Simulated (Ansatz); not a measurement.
Frontier orbitals of AlBClH2N, SMILES `[Cl][Al]1[BH][NH]1`.

```xyz
6

Cl   -2.877   -0.681   -0.965
Al   -1.051    0.192   -0.451
B     0.751    0.815    0.111
N     0.426   -0.539    0.285
H     1.721    1.467    0.343
H     1.030   -1.253    0.678
```

Total charge 0; spin multiplicity 1. All single points use the PBE0-D4/def2-TZVP geometry. Basis def2-TZVPP, the Gaussian-basis code of Ansatz.

Orbital energies of one run (eV). Highest occupied ones, from the top: -5.42, -7.68, -7.89, -8.17, -8.27, -9.89, -10.64, -13.40, -20.11, -20.95, -69.50, -69.57, -69.69, -107.44. Empty: -1.88, -1.65, -0.63, -0.03, 1.03, 1.81.

(1) Which functional gave them?
A. ωB97X-V
B. ωB97M-V
C. BLYP
D. LC-ωPBE

Answers

(1) C. HOMO energies: BLYP -5.42, ωB97X-V -8.79, LC-ωPBE -9.10, ωB97M-V -8.60 eV.

LC-ωPBE has ω = 0.4 bohr⁻¹.
